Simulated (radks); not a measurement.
The numbers below are computed, except where a source is named.
Question: Successive ionisation energies (eV) of one element, from differences of total energies of ions in their ground configurations, starting at charge 0: 5.119, 10.173, 26.381, 44.672, 68.099, 81.083, 94.137, 112.95, 127.40, 141.86, 169.92, 197.33, 216.26, 234.84, 393.43, 425.63, 458.37, 491.60, 525.27, 569.42, 605.10, 641.26. Level of theory: non-relativistic Kohn-Sham, TPSS, spin-polarised, spherical densities, point nucleus; open shells are filled with parallel spins first (spin-orbit coupling, left out, can overturn this in heavy ions); meta-GGA in the generalised Kohn-Sham scheme; relativity is left out, which matters for an element this heavy (a radial shooting solver on a logarithmic mesh with Libxc functionals). Which element is it?

Answer: Neodymium (Z = 60). The first species listed is Nd in [Xe] 4f4 6s2, the last Nd21+ in [Kr] 4d3.
